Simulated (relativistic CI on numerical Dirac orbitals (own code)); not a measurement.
## Level scheme of Lu XXVII

Calculated at this level of theory: Dirac-Coulomb-Breit CI, separate exchange-only KLI orbitals for each configuration, model QED, unscaled Slater integrals (own radial code, finite nucleus).

CI space (outside the closed core [Ar] 3d10): 4s2 4p6 4d9, 4s2 4p5 4d10, 4s2 4p6 4d8 4f, 4s 4p6 4d10, 4s2 4p5 4d9 4f, 4s 4p6 4d9 4f, 4s2 4p6 4d8 5s, 4s2 4p6 4d8 5p, 4s2 4p6 4d7 4f 5s, 4s2 4p6 4d8 5d, 4s2 4p5 4d9 5s, 4s2 4p6 4d7 5s2, 4s2 4p6 4d6 4f 5s2, 4s2 4p5 4d7 4f 5s2, 4s 4p6 4d7 4f 5s2. Double excitations out of closed p, d and f shells are left out; levels of such configurations are missing from the list, as are those of other unlisted configurations, and high levels can miss mixing partners.

The lowest level is 4s2 4p6 4d9 2D_5/2, with 100 % of that term; Hund's rules for 4s2 4p6 4d9 give 2D with J = 5/2, in agreement.

```tsv
No.	Configuration	Term	J	E (cm⁻¹)	%	jj configuration (%)
1	4s2 4p6 4d9	2D	5/2	0	100	4d5/2^5 (100)
2	4s2 4p6 4d9	2D	3/2	104341	100	4d3/2^3 4d5/2^6 (100)
3	4s2 4p5 4d10	2P°	3/2	1324889	76	4p3/2^3 (76)
4	4d8(3F) 4f	4F°	5/2	1420331	35	4d5/2^4 4f5/2 (97)
5	4d8(3F) 4f	4F°	7/2	1425083	56	4d5/2^4 4f5/2 (78)
6	4d8(3F) 4f	4D°	3/2	1434542	31	4d5/2^4 4f5/2 (85)
7	4d8(3F) 4f	4F°	9/2	1443275	63	4d5/2^4 4f7/2 (47)
8	4d8(1D) 4f	2F°	5/2	1447292	35	4d5/2^4 4f5/2 (74)
9	4d8(3F) 4f	4I°	13/2	1453272	42	4d5/2^4 4f5/2 (94)
10	4d8(1G) 4f	2P°	1/2	1458669	50	4d5/2^4 4f7/2 (96)
11	4d8(3F) 4f	4I°	15/2	1460767	88	4d5/2^4 4f7/2 (99)
12	4d8(3F) 4f	4H°	11/2	1462592	45	4d5/2^4 4f5/2 (78)
13	4d8(3F) 4f	4D°	7/2	1465421	49	4d5/2^4 4f7/2 (50)
14	4d8(3F) 4f	2G°	9/2	1473508	43	4d5/2^4 4f5/2 (52)
15	4d8(1D) 4f	2D°	3/2	1474008	37	4d5/2^4 4f5/2 (61)
16	4d8(3F) 4f	4H°	13/2	1474669	67	4d5/2^4 4f7/2 (94)
17	4d8(3P) 4f	4G°	11/2	1494689	39	4d5/2^4 4f7/2 (76)
18	4d8(1D) 4f	2G°	7/2	1494963	46	4d5/2^4 4f5/2 (50)
19	4d8(1D) 4f	2H°	9/2	1495826	27	4d5/2^4 4f5/2 (78)
20	4d8(1D) 4f	2P°	1/2	1502334	50	4d5/2^4 4f5/2 (89)
21	4d8(3F) 4f	4P°	5/2	1510051	32	4d5/2^4 4f7/2 (56)
22	4d8(3P) 4f	4F°	3/2	1511850	43	4d3/2^3 4d5/2^5 4f5/2 (66)
23	4d8(3F) 4f	4F°	3/2	1515364	37	4d3/2^3 4d5/2^5 4f5/2 (45)
24	4d8(1D) 4f	2G°	9/2	1517953	34	4d5/2^4 4f7/2 (79)
25	4d8(3F) 4f	4G°	7/2	1524099	55	4d3/2^3 4d5/2^5 4f5/2 (52)
26	4d8(3F) 4f	4D°	1/2	1530641	46	4d3/2^3 4d5/2^5 4f5/2 (88)
27	4d8(3F) 4f	4F°	5/2	1531848	32	4d3/2^3 4d5/2^5 4f5/2 (63)
28	4d8(1D) 4f	2H°	11/2	1532583	45	4d5/2^4 4f7/2 (89)
29	4d8(3F) 4f	4S°	3/2	1536595	27	4d5/2^4 4f7/2 (49)
30	4d8(3P) 4f	4F°	5/2	1541591	39	4d3/2^3 4d5/2^5 4f5/2 (40)
31	4d8(3F) 4f	4D°	3/2	1550432	39	4d3/2^3 4d5/2^5 4f5/2 (46)
32	4d8(3P) 4f	4G°	5/2	1550845	43	4d5/2^4 4f5/2 (60)
33	4d8(3F) 4f	4I°	11/2	1551832	55	4d3/2^3 4d5/2^5 4f5/2 (84)
34	4d8(3F) 4f	2G°	9/2	1552220	48	4d3/2^3 4d5/2^5 4f5/2 (56)
35	4d8(3F) 4f	4P°	1/2	1556259	47	4d3/2^3 4d5/2^5 4f7/2 (89)
36	4d8(3F) 4f	2G°	7/2	1558619	27	4d3/2^3 4d5/2^5 4f5/2 (57)
37	4d8(3F) 4f	4H°	9/2	1563861	29	4d3/2^3 4d5/2^5 4f7/2 (56)
38	4d8(3F) 4f	4I°	13/2	1564729	48	4d3/2^3 4d5/2^5 4f7/2 (61)
39	4d8(3F) 4f	4F°	7/2	1573049	29	4d3/2^3 4d5/2^5 4f7/2 (66)
40	4d8(1G) 4f	2K°	13/2	1573720	45	4d3/2^3 4d5/2^5 4f5/2 (60)
41	4d8(1G) 4f	2D°	5/2	1574061	57	4d3/2^3 4d5/2^5 4f5/2 (58)
42	4d8(1G) 4f	2D°	3/2	1577303	36	4d3/2^3 4d5/2^5 4f7/2 (85)
43	4d8(3P) 4f	4D°	7/2	1578831	36	4d5/2^4 4f7/2 (69)
44	4d8(3P) 4f	4D°	1/2	1582700	43	4d3/2^3 4d5/2^5 4f5/2 (66)
45	4d8(3F) 4f	2H°	11/2	1583771	39	4d3/2^3 4d5/2^5 4f7/2 (86)
```

Energies count from the lowest computed level; ° marks odd parity. Percentages are summed over parent terms; the parents shown are those of the largest component, closed shells are left out there. Filled j subshells are mostly left out of the jj labels.

The mean weight of the leading LS term, summed over parents, in these 45 levels is 47 %, and that of the leading jj configuration (from the same eigenvectors) 71 %, so jj coupling describes them better and the LS labels are nominal.

At this charge energies of transitions that change n are usually good to better than 1 %, and those within a shell (Δn = 0) to a few per cent.

LS names give the leading component of a level, which can be under half, so a name can repeat, a term be missing and a line seem to break the LS rules.
